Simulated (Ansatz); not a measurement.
BH3O3F (charge -1), closed shell: a pair in one relaxed arrangement.

The input file, in.yaml:

```yaml
crystal:
  periodic: [false, false, false]
  atoms:
    - {symbol: F, position_ang: [0.512187, -0.383481, -1.342652]}
    - {symbol: O, position_ang: [-0.331002, -1.225246, 0.710222]}
    - {symbol: B, position_ang: [0.006715, -0.005211, -0.018307]}
    - {symbol: O, position_ang: [-1.178219, 0.829216, -0.199594]}
    - {symbol: O, position_ang: [1.054374, 0.735876, 0.679173]}
    - {symbol: H, position_ang: [-0.973301, -1.702332, 0.182668]}
    - {symbol: H, position_ang: [-0.916067, 1.583168, -0.729928]}
    - {symbol: H, position_ang: [1.825412, 0.168111, 0.718618]}
basis:
  gaussian: {orbitals: "def2-TZVPPD.json"}
total_charge: -1
hamiltonian: {xc: {name: B3LYP}, dispersion: d4}
```

The basis file named in the input lies beside it (Basis Set Exchange, JSON).

Launched with

```bash
ansatz run in.yaml --threads 4 --pin off --events-out ev --progress --plain --max-ram 9574MiB
```

The run's output (Ansatz 0.2.0):

```
Functional definition: B3LYP
  name "B3LYP"
  cite "Stephens, Devlin, Chabalowski & Frisch, J. Phys. Chem. 98, 11623 (1994) doi:10.1021/j100096a001"
  cite "Becke, Phys. Rev. A 38, 3098 (1988) doi:10.1103/PhysRevA.38.3098"
  cite "Lee, Yang & Parr, Phys. Rev. B 37, 785 (1988) doi:10.1103/PhysRevB.37.785"
  cite "Vosko, Wilk & Nusair, Can. J. Phys. 58, 1200 (1980) doi:10.1139/p80-159"
  parameter a0 = 0.2
  parameter ax = 0.72
  parameter ac = 0.81
  exchange = (1 - a0 - ax)*slater_x + ax*b88_x + a0*exact_x
  correlation = (1 - ac)*vwn_rpa_c + ac*lyp_c
1091 factors; their error is unknown
mean field evaluation 1: about -9588.5097 eV, gradient 6.0e1 eV
mean field evaluation 2: about -9574.9086 eV, gradient 1.1e2 eV
mean field evaluation 4: about -9594.1694 eV, gradient 4.4e0 eV
mean field evaluation 8: about -9594.1954 eV, gradient 1.8e-2 eV
mean field evaluation 16: about -9594.2142 eV, gradient 3.6e-5 eV
mean field -9594.21418136 eV, -352.5808679731 hartree, gradient 3.6e-5 eV, S^2 0.000000; 0 other end points of the search recorded, 0 dependent functions left out
reference -9594.21444813 eV, -352.5808777767 hartree; 21, 21 occupied and 227, 227 virtual orbitals, 1091 factors
Total energy: -9594.42431665 eV, -352.5885903026 hartree
```

The lines “mean field evaluation” count trial sets of orbitals through the whole run, from several starts and some on an approximate energy, so they need not fall steadily or lie above the final value.

The run took about 1.1 s on 4 CPU threads of an AMD EPYC 9R45 (shared host).
